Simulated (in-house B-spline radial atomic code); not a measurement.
Stripping titanium of all its electrons. The total binding energy is the sum of the 22 successive ionisation energies. Configuration: [Ar] (3d3/2)2 4s2. Method: Dirac-Hartree-Fock, average of the jj configuration, Fermi nucleus of rms radius 3.5921 fm. Calculated with a radial B-spline atomic code at the basis-set limit.

Dirac-Coulomb total energy: -852.8257 hartree. First-order corrections (hartree): Breit 0.2646, self-energy 0.1899, vacuum polarisation -0.01459, recoil 0.00775.

Q: What total binding energy follows, and how does it compare with the sum of NIST's ionisation energies?

A: 23194.4 eV from the corrected total, against 23221.3 ± 2.4 eV from NIST's table (measured, semi-empirical and theoretical entries, uncertainties added in quadrature). The table binds 26.9 eV more, 1.22 eV per electron, the size expected of the correlation energy that Hartree-Fock leaves out.

Q: What share of the binding belongs to the last two electrons?

A: 55 % by NIST's values (12874.8 eV).
